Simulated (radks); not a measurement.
Q: The platinum ion Pt3+ is in [Xe] 4f14 5d(3/2: 4, 5/2: 3). All-electron calculation, Dirac Kohn-Sham, BLYP, spin-unpolarised, spherical densities, finite nucleus; Fermi nuclear charge, rms radius of each element as measured or else 0.836 A^(1/3) + 0.57 fm. Program: a radial shooting solver on a logarithmic mesh with Libxc functionals. Sub-shells are occupied by j as written (lower j first in brackets). One electron is removed from 5d3/2, 5p3/2, 5d5/2, 5p1/2 in turn, with full relaxation. Which removal costs least, and what does each cost?

A: 5d5/2 44.626 eV; 5d3/2 46.400 eV; 5p3/2 94.519 eV; 5p1/2 110.22 eV. The 5d5/2 electron leaves first.
